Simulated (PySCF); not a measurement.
# Computed properties of Te(SiH3)2 (H6Si2Te), SMILES [SiH3][Te][SiH3]

H6Si2Te, SMILES [SiH3][Te][SiH3]. Coordinates come from a B3LYP-D3(BJ)/def2-SVP optimisation. The def2 effective core potentials stand for the cores of Te; spin–orbit coupling is left out. The values are those of a single conformer. All values are computed for the isolated molecule unless a solvent is named; none is compared with measurement here.

**Structure.** The optimised structure has C2v symmetry. All 21 harmonic modes at B3LYP-D3(BJ)/def2-SVP (PySCF) are real, so it is a minimum. With heavy atoms numbered as in [Te:1]([SiH3:2])[SiH3:6], the shortest bond between them is Te1–Si2 at 2.525 Å and the longest Te1–Si6 at 2.525 Å.

**Vibrations.** The strongest infrared lines (harmonic, unscaled, degenerate partners summed) lie at 872 cm⁻¹ (591 km/mol, H 93 %), 911 cm⁻¹ (186 km/mol, H 92 %), 2228 cm⁻¹ (173 km/mol, H 96 %). The softest mode is at 66 cm⁻¹ and the zero-point energy is 31.5 kcal/mol.

**Electronic structure.** ωB97X/def2-TZVPD (PySCF) places the frontier levels at -8.61 and 0.88 eV, a gap of 9.49 eV, and gives a dipole moment of 0.70 D and a mean polarisability of 103.4 bohr³. PBE/def2-TZVPD (PySCF) at the same geometry gives -5.53 and -1.67 eV, so its gap is 5.63 eV narrower. An orbital gap is neither the optical nor the fundamental gap.

**Excitations.** TDA-B3LYP/def2-SVPD (PySCF) has S1 at 4.11 eV (302 nm, f = 0.000, dark); the most intense of the 10 singlets computed lies at 6.33 eV (f = 0.09). T1 (TDA) is at 3.77 eV, 0.34 eV under S1. TDA-PBE/def2-SVPD (PySCF) puts S1 at 3.97 eV. No vertical singlet excitation falls in the visible range (under 3.1 eV).
